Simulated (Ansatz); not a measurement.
`[SiH3][SnH2][Cl]` + H₂Se → `[Cl][SnH2][SeH]` + SiH₄  (cleavage of the Sn–Si bond)

Gas-phase electronic energies from Ansatz, PBE0-D4/def2-TZVP geometries. CCSD(T)/CBS is the MP2 limit (def2-TZVPP, def2-QZVPP) plus CCSD(T) − MP2 in def2-TZVPP, frozen cores. This one scheme is used for every species. Functionals use def2-TZVPP. B3LYP here is the variant with VWN-RPA as its local correlation; programs differ in this. HSE06 is defined as in plane-wave codes. def2 core potentials past Kr. For Se, Sn outer-core shells are correlated without core-valence functions, which leaves a few kJ/mol of doubt a bond. Scalar relativity is left out up to krypton. One conformer a species, not always the lowest.

```
             level  ΔE (kJ/mol)  difference from CCSD(T)/CBS
       LDA (SPW92)        -40.5                         13.7
            PBE-D4        -44.8                          9.4
         revPBE-D4        -46.2                          8.0
           BLYP-D4        -51.1                          3.1
         r2SCAN-D4        -50.7                          3.5
            B97M-V        -48.7                          5.5
           PBE0-D4        -46.7                          7.5
          B3LYP-D4        -51.9                          2.3
        r2SCANh-D4        -50.8                          3.4
        r2SCAN0-D4        -51.0                          3.2
          HSE06-D4        -47.0                          7.2
          BHLYP-D4        -55.5                         -1.3
      CAM-B3LYP-D4        -50.8                          3.4
           ωB97X-V        -50.0                          4.2
           ωB97M-V        -51.4                          2.8
            B2PLYP        -53.9                          0.3
          PBE-QIDH        -51.5                          2.7
               PBE        -44.8                          9.4
            revPBE        -45.5                          8.7
              BLYP        -50.8                          3.4
              PBE0        -46.8                          7.4
             B3LYP        -51.8                          2.4
           r2SCAN0        -51.2                          3.0
             HSE06        -47.1                          7.1
             BHLYP        -55.2                         -1.0
         CAM-B3LYP        -50.9                          3.3
           LC-ωPBE        -46.1                          8.1
RPA@PBE/def2-TZVPP        -48.8                          5.4
       HF/def2-SVP        -57.1                         -2.9
     CCSD/def2-SVP        -51.9                          2.3
  CCSD(T)/def2-SVP        -52.0                          2.2
     HF/def2-TZVPP        -61.8                         -7.6
    MP2/def2-TZVPP        -55.9                         -1.7
SCS-MP2/def2-TZVPP        -56.4                         -2.2
CCSD(T)/def2-TZVPP        -49.8                          4.4
     HF/def2-QZVPP        -62.4                         -8.2
SCS-MP2/def2-QZVPP        -58.6                         -4.4
      HF/CBS(def2)        -62.5                         -8.3
     MP2/CBS(def2)        -60.3                         -6.1
    CCSD/CBS(def2)        -53.9                          0.3
       CCSD(T)/CBS        -54.2                            0
```

Largest T1 diagnostic among the species: 0.012.

Leaving LDA and LC-ωPBE aside and taking each functional with its dispersion term where it has one, the values spread over 10.7 kJ/mol, from BHLYP-D4 to PBE-D4. LDA lies +4.4 kJ/mol from PBE without D4. In def2-TZVPP, CCSD(T) changes the Hartree–Fock value by +12.0 kJ/mol (the triples alone add −0.2 kJ/mol) and MP2 by +5.9 kJ/mol.
